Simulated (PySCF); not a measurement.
Al(H)(Cl)(OMe) (CH₄AlClO), SMILES C[O][AlH][Cl].

Geometry: PBE-D3(BJ)/def2-SVP. The values are those of a single conformer.

These are M06-2X/def2-TZVP (PySCF) values and carry that method's errors.

Isolated molecule, no solvent.

Task: Estimate the frontier levels, gap, dipole moment and polarisability. (Estimate from the structure and the level; the computed values follow.)

Result: 
| Quantity | Result |
|---|---|
| highest occupied level | -9.92 eV |
| lowest empty level | -0.30 eV |
| orbital gap | 9.62 eV |
| dipole moment | 0.92 D |
| quadrupole, principal values (traceless, Buckingham form, about the centre of nuclear charge) | -7.31, 2.75, 4.56 D·Å |
| mean static polarisability | 51.4 bohr³ (7.62 Å³) |
| polarisability, principal values | 41.6, 54.3, 58.4 bohr³ |
